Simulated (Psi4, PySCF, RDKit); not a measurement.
Relaxed torsion scan: C₆H₆O₃S, SMILES COc1ccc(C(=O)O)s1. Scanned: dihedral C1–O2–C3–S10; all other coordinates were relaxed at GFN2-xTB. Points at φ and −φ are mirror images. Heavy atoms are numbered in the order of the SMILES COc1ccc(C(=O)O)s1, hydrogens after them in the order of the atoms that carry them; the mirror image has the same energies with the sign of each dihedral reversed.

Levels: RHF/STO-3G = PySCF with restricted Hartree-Fock/STO-3G // GFN2-xTB; RKS-B3LYP/6-311+G** = PySCF with restricted B3LYP/6-311+G**, spherical d, density fitting // GFN2-xTB; MMFF94 // GFN2-xTB (RDKit); PBE-D3(BJ)/def2-SVP // GFN2-xTB (Psi4).

Energies relative to the lowest point of each profile, in kcal/mol; the last columns give the difference from PBE-D3(BJ):

```csv
φ / °,RHF/STO-3G,RKS-B3LYP/6-311+G**,MMFF94,PBE-D3(BJ)/def2-SVP,RHF/STO-3G − PBE-D3(BJ)/def2-SVP,RKS-B3LYP/6-311+G** − PBE-D3(BJ)/def2-SVP,MMFF94 − PBE-D3(BJ)/def2-SVP
-165,0.4,0.3,0.2,0.6,-0.3,-0.4,-0.4
-150,1.4,1.0,0.9,1.5,-0.2,-0.5,-0.6
-135,2.4,1.9,1.7,2.6,-0.2,-0.7,-0.9
-120,3.0,2.5,2.6,3.4,-0.4,-0.9,-0.8
-105,3.1,2.7,3.2,3.6,-0.5,-1.0,-0.4
-90,3.0,2.7,3.5,3.6,-0.6,-0.9,-0.1
-75,2.9,2.5,3.5,3.3,-0.4,-0.8,0.2
-60,2.9,2.1,3.3,2.7,0.2,-0.5,0.7
-45,2.9,1.6,2.8,1.8,1.1,-0.2,1.0
-30,2.8,1.1,2.3,0.9,1.9,0.2,1.4
-15,2.7,0.8,2.1,0.2,2.5,0.6,1.9
0,2.7,0.7,2.1,0.0,2.7,0.7,2.1
15,2.7,0.8,2.1,0.2,2.5,0.6,1.9
30,2.8,1.1,2.3,0.9,1.9,0.2,1.4
45,2.9,1.6,2.8,1.8,1.1,-0.2,1.0
60,2.9,2.1,3.3,2.7,0.2,-0.5,0.7
75,2.9,2.5,3.5,3.3,-0.4,-0.8,0.2
90,3.0,2.7,3.5,3.6,-0.6,-0.9,-0.1
105,3.1,2.7,3.2,3.6,-0.5,-1.0,-0.4
120,3.0,2.5,2.6,3.4,-0.4,-0.9,-0.8
135,2.4,1.9,1.7,2.6,-0.2,-0.7,-0.9
150,1.4,1.0,0.9,1.5,-0.2,-0.5,-0.6
165,0.4,0.3,0.2,0.6,-0.3,-0.4,-0.4
180,0.0,0.0,0.0,0.3,-0.3,-0.3,-0.3
```

RHF/STO-3G is furthest from PBE-D3(BJ)/def2-SVP at 0 (2.7 kcal/mol, above); its mean absolute difference over the points is 0.8 kcal/mol.

RKS-B3LYP/6-311+G** is furthest from PBE-D3(BJ)/def2-SVP at -105 (-1.0 kcal/mol, below); its mean absolute difference over the points is 0.6 kcal/mol.

MMFF94 is furthest from PBE-D3(BJ)/def2-SVP at 0 (2.1 kcal/mol, above); its mean absolute difference over the points is 0.8 kcal/mol.
